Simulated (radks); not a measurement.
The hafnium ion Hf+, 71 electrons, occupied as [Xe] 4f14 5d1 6s2.

All-electron calculation, scalar-relativistic Kohn-Sham, LDA (Slater exchange, Perdew-Wang correlation), spin-unpolarised, spherical densities, point nucleus. Program: a radial shooting solver on a logarithmic mesh with Libxc functionals.

Energy parts (hartree):
part                       energy
total                 -15068.9533
kinetic                16509.0644
electron-nucleus      -37161.3121
Hartree                 5881.5772
exchange-correlation    -298.2828

Orbitals (lengths in bohr, moments of r in powers of bohr; r(90%) holds 90 % of the orbital's charge):
orbital	occ.	eigenvalue (hartree)	r(90%)	<r^2>	<1/r>
1s	2	-2397.583	0.0345	0.0004955	83.77
2s	2	-410.3614	0.125	0.007648	19.56
2p	6	-360.5000	0.117	0.006288	17.85
3s	2	-93.74703	0.306	0.04985	7.233
3p	6	-78.85376	0.312	0.05047	6.708
3d	10	-61.19691	0.294	0.04190	6.349
4s	2	-19.13755	0.673	0.2479	3.068
4p	6	-14.24947	0.725	0.2823	2.793
4d	10	-7.93303	0.805	0.3328	2.476
4f	14	-0.97130	1.14	0.5901	1.919
5s	2	-2.81372	1.63	1.442	1.177
5p	6	-1.65174	1.96	2.022	0.9816
5d	1	-0.40233	3.42	5.570	0.6021
5f	0	-0.03742	19.6	182.2	0.09846
6s	2	-0.44408	4.49	10.75	0.4082
6p	0	-0.25873	5.82	17.96	0.3136
7s	0	-0.11928	10.4	58.79	0.1777

The highest occupied level is 5d at -10.948 eV. The density falls to 0.001 e/bohr^3 at r = 4.57 bohr.
